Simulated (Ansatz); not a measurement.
Gas-phase electronic energies from Ansatz, PBE0-D4/def2-TZVP geometries. CBS: MP2 limit from def2 TZ/QZ plus the TZ coupled-cluster correction, frozen cores. For Ge outer-core shells are correlated without core-valence functions, which leaves a few kJ/mol of doubt a bond. Scalar relativity is left out up to krypton. Each species was taken in one conformer, which may not be the lowest.

Consider the formal exchange of groups at a C–Si bond: `S[SiH2][SiH2]CCl` + `F[CH2][GeH3]` → `F[CH]([GeH3])CCl` + `[SiH3][SiH2]S`.

| level | ΔE (kJ/mol) |
| --- | --- |
| MP2/def2-TZVPP | 11.8 |
| MP2/def2-QZVPP | 12.8 |

Q: What does CCSD(T)/CBS give? (Estimate.)

A: Computed: +11.9 kJ/mol. The listed levels differ from it by -0.1, 0.9 kJ/mol.

Largest T1 diagnostic among the species: 0.012.
